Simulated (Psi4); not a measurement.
A run for Psi4: SAPT0/aug-cc-pVDZ on ClH3Se (a complex), monomers drawn apart or pushed together.

```
memory 2025 MB

molecule dimer {
0 1
Cl    0.27389745   -0.68935308   -0.39335070
H     0.13762359   -0.22667304    0.81354992
--
0 1
Se   -0.06189447    0.67222598    3.55332634
H     1.37389686    0.41700251    3.74547354
H    -0.39795688   -0.69263558    3.98666644
units angstrom
symmetry c1
no_reorient
no_com
}

set {
  basis aug-cc-pVDZ
  scf_type df
  freeze_core true
}

energy('sapt0')
```

It printed:

```
[...]
==> Input File <==

--------------------------------------------------------------------------
memory 2025 MB

molecule dimer {
0 1
Cl    0.27389745   -0.68935308   -0.39335070
H     0.13762359   -0.22667304    0.81354992
--
0 1
Se   -0.06189447    0.67222598    3.55332634
H     1.37389686    0.41700251    3.74547354
H    -0.39795688   -0.69263558    3.98666644
units angstrom
symmetry c1
no_reorient
no_com
}

set {
  basis aug-cc-pVDZ
  scf_type df
  freeze_core true
}

energy('sapt0')
--------------------------------------------------------------------------


   => Loading Basis Set <=

    Name: AUG-CC-PVDZ
    Role: ORBITAL
    Keyword: BASIS
    atoms 1      entry CL         line   768 file aug-cc-pvdz.gbs
    atoms 2, 4-5 entry H          line    40 file aug-cc-pvdz.gbs
    atoms 3      entry SE         line  3217 file aug-cc-pvdz.gbs

   => Loading Basis Set <=

    Name: AUG-CC-PVDZ
    Role: ORBITAL
    Keyword: BASIS
    atoms 1      entry CL         line   768 file aug-cc-pvdz.gbs
    atoms 2, 4-5 entry H          line    40 file aug-cc-pvdz.gbs
    atoms 3      entry SE         line  3217 file aug-cc-pvdz.gbs


  //>>>>>>>>>>>>>>>>>>>>>>>>>>>>>>>>>>>//
  //              Dimer HF             //
  //<<<<<<<<<<<<<<<<<<<<<<<<<<<<<<<<<<<//

   => Libint2 <=

    Primary   basis highest AM E, G, H:  7, 6, 3
    Auxiliary basis highest AM E, G, H:  7, 7, 4
    Onebody   basis highest AM E, G, H:  -, -, -
    Solid Harmonics ordering:            Gaussian


   => Loading Basis Set <=

    Name: AUG-CC-PVDZ
    Role: ORBITAL
    Keyword: BASIS
    atoms 1      entry CL         line   768 file aug-cc-pvdz.gbs
    atoms 2, 4-5 entry H          line    40 file aug-cc-pvdz.gbs
    atoms 3      entry SE         line  3217 file aug-cc-pvdz.gbs


         ---------------------------------------------------------
                                   SCF
               by Justin Turney, Rob Parrish, Andy Simmonett
                          and Daniel G. A. Smith
                              RHF Reference
                        1 Threads,   1931 MiB Core
         ---------------------------------------------------------

  ==> Geometry <==

    Molecular point group: c1
    Full point group: C1

    Geometry (in Angstrom), charge = 0, multiplicity = 1:

       Center              X                  Y                   Z               Mass
    ------------   -----------------  -----------------  -----------------  -----------------
         CL           0.273897450000    -0.689353080000    -0.393350700000    34.968852682000
         H            0.137623590000    -0.226673040000     0.813549920000     1.007825032230
         SE          -0.061894470000     0.672225980000     3.553326340000    79.916521800000
         H            1.373896860000     0.417002510000     3.745473540000     1.007825032230
         H           -0.397956880000    -0.692635580000     3.986666440000     1.007825032230

  Running in c1 symmetry.

  Rotational constants: A =      0.85634  B =      0.01552  C =      0.01530 [cm^-1]
  Rotational constants: A =  25672.37727  B =    465.24500  C =    458.81236 [MHz]
  Nuclear repulsion =  115.277551175030936

  Charge       = 0
  Multiplicity = 1
  Electrons    = 54
  Nalpha       = 27
  Nbeta        = 27

  ==> Algorithm <==

  SCF Algorithm Type is DF.
  DIIS enabled.
  MOM disabled.
  Fractional occupation disabled.
  Guess Type is SAD.
  Energy threshold   = 1.00e-08
  Density threshold  = 1.00e-08
  Integral threshold = 1.00e-12

  ==> Primary Basis <==

  Basis Set: AUG-CC-PVDZ
    Blend: AUG-CC-PVDZ
    Number of shells: 40
    Number of basis functions: 90
    Number of Cartesian functions: 95
    Spherical Harmonics?: true
    Max angular momentum: 2

   => Loading Basis Set <=

    Name: (AUG-CC-PVDZ AUX)
    Role: JKFIT
    Keyword: DF_BASIS_SCF
    atoms 1      entry CL         line   772 file aug-cc-pvdz-jkfit.gbs
    atoms 2, 4-5 entry H          line    70 file aug-cc-pvdz-jkfit.gbs
    atoms 3      entry SE         line  1269 file aug-cc-pvdz-jkfit.gbs

  ==> Integral Setup <==

  DFHelper Memory: AOs need 0.028 GiB; user supplied 1.414 GiB.
  SCF_SUBTYPE=INCORE selected. In-core MEM_DF algorithm will be used.
  Using in-core AOs.

  ==> MemDFJK: Density-Fitted J/K Matrices <==

    J tasked:                   Yes
    K tasked:                   Yes
    wK tasked:                   No
    OpenMP threads:               1
    Algorithm:                 Core
    Schwarz Cutoff:           1E-12
    Mask sparsity (%):       0.2469
    Fitting Condition:        1E-10

   => Auxiliary Basis Set <=

  Basis Set: (AUG-CC-PVDZ AUX)
    Blend: AUG-CC-PVDZ-JKFIT
    Number of shells: 128
    Number of basis functions: 418
    Number of Cartesian functions: 494
    Spherical Harmonics?: true
    Max angular momentum: 3

  Minimum eigenvalue in the overlap matrix is 7.9772095798E-04.
  Reciprocal condition number of the overlap matrix is 1.2662329761E-04.
    Using symmetric orthogonalizat
[...]
   3.459742    86A      8.032404    87A     23.924860
      88A     23.925611    89A     24.436476    90A    156.950797

    Final Occupation by Irrep:
              A
    DOCC [    18 ]
    NA   [    18 ]
    NB   [    18 ]

  @DF-RHF Final Energy: -2400.34745206621756

   => Energetics <=

    Nuclear Repulsion Energy =             24.7153290986727896
    One-Electron Energy =               -3392.8097103115424034
    Two-Electron Energy =                 967.7469291466520644
    Total Energy =                      -2400.3474520662175564

Computation Completed


Properties will be evaluated at   0.000000,   0.000000,   0.000000 [a0]

Properties computed using the SCF density matrix


 Multipole Moments:

 ------------------------------------------------------------------------------------
     Multipole            Electronic (a.u.)      Nuclear  (a.u.)        Total (a.u.)
 ------------------------------------------------------------------------------------

 L = 1.  Multiply by 2.5417464519 to convert [e a0] to [Debye]
 Dipole X            :          2.3090422           -2.1325030            0.1765392
 Dipole Y            :        -42.9305157           42.6701109           -0.2604048
 Dipole Z            :       -242.8164599          242.9152899            0.0988300
 Magnitude           :                                                    0.3297638

 ------------------------------------------------------------------------------------

  Constructing Basis Sets for SAPT...

   => Loading Basis Set <=

    Name: (AUG-CC-PVDZ AUX)
    Role: RIFIT
    Keyword: DF_BASIS_SAPT
    atoms 1      entry CL         line   574 file aug-cc-pvdz-ri.gbs
    atoms 2, 4-5 entry H          line    30 file aug-cc-pvdz-ri.gbs
    atoms 3      entry SE         line   900 file aug-cc-pvdz-ri.gbs

   => Loading Basis Set <=

    Name: (AUG-CC-PVDZ AUX)
    Role: JKFIT
    Keyword: DF_BASIS_ELST
    atoms 1      entry CL         line   772 file aug-cc-pvdz-jkfit.gbs
    atoms 2, 4-5 entry H          line    70 file aug-cc-pvdz-jkfit.gbs
    atoms 3      entry SE         line  1269 file aug-cc-pvdz-jkfit.gbs


  //>>>>>>>>>>>>>>>>>>>>>>>>>>>>>>>>>>>//
  //               SAPT0               //
  //<<<<<<<<<<<<<<<<<<<<<<<<<<<<<<<<<<<//



        SAPT0
    Ed Hohenstein
     6 June 2009

      Orbital Information
  --------------------------
    NSO        =        90
    NMO        =        90
    NRI        =       291
    NRI (Elst) =       418
    NOCC A     =         9
    NOCC B     =        18
    FOCC A     =         5
    FOCC B     =         9
    NVIR A     =        81
    NVIR B     =        72

    Elst10,r            =    -0.004958499794 [Eh]
    Exch10              =     0.004571594854 [Eh]
    Exch10 (S^2)        =     0.004549298876 [Eh]

    Maxiter = 50
    CPHF R converge = 1.000000E-08

    Iter     Energy [mEh]          dE [mEh]         Residual      Time [s]
       1      -0.36860455       0.368604546     2.511277e-03             0
       2      -0.39933549       0.030730944     6.889442e-04             0
       3      -0.41073364       0.011398154     1.350096e-04             0
       4      -0.40917952      -0.001554125     3.314676e-05             0
       5      -0.40918028       0.000000766     7.879665e-06             0
       6      -0.40923937       0.000059088     1.555538e-06             0
       7      -0.40922858      -0.000010790     3.660571e-07             0
       8      -0.40923030       0.000001720     8.340264e-08             0
       9      -0.40923006      -0.000000237     1.459623e-08             0
      10      -0.40923006      -0.000000007     3.527035e-09             0

    CHF Iterations converged

    Maxiter = 50
    CPHF R converge = 1.000000E-08

    Iter     Energy [mEh]          dE [mEh]         Residual      Time [s]
       1      -2.01665875       2.016658754     7.141337e-03             0
       2      -2.52732880       0.510670043     1.876992e-03             0
       3      -2.57275575       0.045426957     4.011289e-04             0
       4      -2.55883623      -0.013919520     7.111966e-05             0
       5      -2.56001847       0.001182234     1.913881e-05             1
       6      -2.56008268       0.000064213     6.073701e-06             1
       7      -2.56001433      -0.000068352     1.217703e-06             1
       8      -2.56002549       0.000011162     2.136820e-07             1
       9      -2.56002431      -0.000001179     3.613900e-08             1
      10      -2.56002433       0.000000018     9.629887e-09             1

    CHF Iterations converged

    Ind20,r (A<-B)      =    -0.000409230057 [Eh]
    Ind20,r (B<-A)      =    -0.002560024331 [Eh]
    Ind20,r             =    -0.002969254388 [Eh]
    Exch-Ind20,r (A<-B) =     0.000303021638 [Eh]
    Exch-Ind20,r (B<-A) =     0.001647239206 [Eh]
    Exch-Ind20,r        =     0.001950260844 [Eh]
    Disp20              =    -0.002775927668 [Eh]
    Disp20 (SS)         =    -0.001387963834 [Eh]
    Disp20 (OS)         =    -0.001387963834 [Eh]
    Exch-Disp20         =     0.000349121603 [Eh]
    Exch-Disp20 (SS)    =     0.000217561446 [Eh]
    Exch-Disp20 (OS)    =     0.000131560157 [Eh]

    SAPT Results
  --------------------------------------------------------------------------------------------------------
    Electrostatics                 -4.95849979 [mEh]      -3.11150560 [kcal/mol]     -13.01853942 [kJ/mol]
      Elst10,r                     -4.95849979 [mEh]      -3.11150560 [kcal/mol]     -13.01853942 [kJ/mol]

    Exchange                        4.57159485 [mEh]       2.86871908 [kcal/mol]      12.00272064 [kJ/mol]
      Exch10                        4.57159485 [mEh]       2.86871908 [kcal/mol]      12.00272064 [kJ/mol]
      Exch10(S^2)                   4.54929888 [mEh]       2.85472814 [kcal/mol]      11.94418255 [kJ/mol]

    Induction                      -2.10715323 [mEh]      -1.32225862 [kcal/mol]      -5.53233005 [kJ/mol]
      Ind20,r                      -2.96925439 [mEh]      -1.86323526 [kcal/mol]      -7.79577632 [kJ/mol]
      Exch-Ind20,r                  1.95026084 [mEh]       1.22380716 [kcal/mol]       5.12040914 [kJ/mol]
      delta HF,r (2)               -1.08815969 [mEh]      -0.68283051 [kcal/mol]      -2.85696287 [kJ/mol]

    Dispersion                     -2.42680606 [mEh]      -1.52284380 [kcal/mol]      -6.37157844 [kJ/mol]
      Disp20                       -2.77592767 [mEh]      -1.74192091 [kcal/mol]      -7.28819709 [kJ/mol]
      Exch-Disp20                   0.34912160 [mEh]       0.21907711 [kcal/mol]       0.91661864 [kJ/mol]
      Disp20 (SS)                  -1.38796383 [mEh]      -0.87096046 [kcal/mol]      -3.64409854 [kJ/mol]
      Disp20 (OS)                  -1.38796383 [mEh]      -0.87096046 [kcal/mol]      -3.64409854 [kJ/mol]
      Exch-Disp20 (SS)              0.21756145 [mEh]       0.13652187 [kcal/mol]       0.57120750 [kJ/mol]
      Exch-Disp20 (OS)              0.13156016 [mEh]       0.08255525 [kcal/mol]       0.34541115 [kJ/mol]

  Total HF                         -2.49405817 [mEh]      -1.56504513 [kcal/mol]      -6.54814883 [kJ/mol]
  Total SAPT0                      -4.92086424 [mEh]      -3.08788893 [kcal/mol]     -12.91972728 [kJ/mol]

  Special recipe for scaled SAPT0 (see Manual):
    Electrostatics sSAPT0          -4.95849979 [mEh]      -3.11150560 [kcal/mol]     -13.01853942 [kJ/mol]
    Exchange sSAPT0                 4.57159485 [mEh]       2.86871908 [kcal/mol]      12.00272064 [kJ/mol]
    Induction sSAPT0               -2.07833796 [mEh]      -1.30417676 [kcal/mol]      -5.45667556 [kJ/mol]
    Dispersion sSAPT0              -2.42164776 [mEh]      -1.51960691 [kcal/mol]      -6.35803532 [kJ/mol]
  Total sSAPT0                     -4.88689066 [mEh]      -3.06657019 [kcal/mol]     -12.83052967 [kJ/mol]
  --------------------------------------------------------------------------------------------------------



*** Psi4 exiting successfully. Buy a developer a beer!
```

The run finished.

Cost: roughly 5 core-seconds.
